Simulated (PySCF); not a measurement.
Mapped SMILES: `[NH2:1][Si@@:2]([OH:3])([SiH3:4])[PH2:5]`; H(Xn) means a hydrogen on atom n.

Geometry: PBE0-D3(BJ)/def2-SVP; GIAO shifts from PySCF 2.14, gas phase, non-relativistic, averaged over equivalent atoms.

At PBE0/6-31G* (98 basis functions, 17 s wall time on 1 thread of an x86-64 server CPU, shared host):
```tsv
atoms	δ (ppm)
N1	37.3
Si2	19.4
Si4	-70.7
O3	74.9
P5	-216.6
H(Si4)	3.64
H(P5)	1.80
H(O3)	1.43
H(N1)	0.98
```

δ = σ(ref) − σ, references computed at the same level: ¹⁵N (σref 259.38) against NH3; ²⁹Si (σref 418.09), ¹H (σref 31.96) against TMS; ¹⁷O (σref 324.18) vs H2O; ³¹P (σref 376.23) against H3PO4.

Predict the values at KT2/pcSseg-1 on the same geometry.

Answers


```
 atoms  δ at KT2/pcSseg-1  change
    N1               54.3   +17.0
   Si2                2.5   -16.9
   Si4             -109.3   -38.6
    O3              104.6   +29.7
    P5             -248.6   -32.0
H(Si4)               3.48   -0.16
 H(P5)               1.80   +0.00
 H(O3)               1.48   +0.05
 H(N1)               1.41   +0.43
```

Shifts are taken against calculated references (same method and geometry level): NH3 for ¹⁵N (264.30 ppm); ²⁹Si (361.05 ppm) and ¹H (31.18 ppm) against TMS; ¹⁷O (330.66 ppm) against H2O; H3PO4 for ³¹P (325.43 ppm).

The largest change is at Si4 (silicon bonded to Si, 3 H). Cost: 146 basis functions, 18 s wall time on 1 thread of an Arm Neoverse V1, shared host.

Experimental scales use liquid or dissolved standards, which lie at an offset from isolated NH3 (liquid NH3: subtract about 20 ppm) and H2O (liquid H2O: subtract about 36 ppm) and H3PO4.
